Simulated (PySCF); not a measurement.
Si(H)(F)(vinyl)(OH) (C2H5FOSi), SMILES C=C[SiH](O)F. Geometry optimised at PBE-D3(BJ)/def2-SVP. The structure was generated by enumeration, and PubChem lists no compound with its InChIKey, so it may never have been made. One conformer was computed; it need not be the lowest.

Computed equilibrium geometry at PBE-D3(BJ)/def2-SVP (PySCF confirms it by a frequency run) as a Z-matrix (one conformer of several):
```
C
C 1 1.3493
H 2 1.1035 1 121.12
H 2 1.1040 3 116.55 1 179.87
H 1 1.1065 2 118.72 3 179.71
Si 1 1.8650 5 119.12 2 -179.40
F 6 1.6440 1 105.57 5 179.61
O 6 1.6691 7 110.50 3 121.83
H 8 0.9735 6 114.79 7 -73.13
H 6 1.4915 7 108.23 3 -123.71
```
